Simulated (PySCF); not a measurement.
# Electron correlation in Al (aluminium, neutral)

[Ne] 3s2 3p1, 2P determinant. Calculation: PySCF 2.14, in x2c-TZVPall (5s5p2d1f, 37 functions); scalar relativity by spin-free X2C-1e. Frozen: [Ne]; 3 electrons correlated.

MP2 pair energies summed by pair of shells (mhartree):

| pair | energy | share (%) |
| --- | --- | --- |
| 3s-3s | -20.01 | 57.3 |
| 3s-3p | -14.90 | 42.7 |

Total MP2 correlation energy: -34.92 mhartree.

Same-spin part -2.46 and opposite-spin part -32.46 mhartree; SCS-MP2 scales them by 1/3 and 6/5 to -39.77 mhartree.

```tsv
level	correlation energy (mhartree)
CCSD	-50.29
(T)	-1.10
CCSD(T)	-51.39
```

Diagnostics: T1 = 0.018, D1 = 0.0401, largest double amplitude 0.101.

Q: Is a single reference adequate?

A: Mostly. T1 lies below 0.03, but a double amplitude of this size points to a near-degeneracy that CCSD handles and MP2 describes poorly.
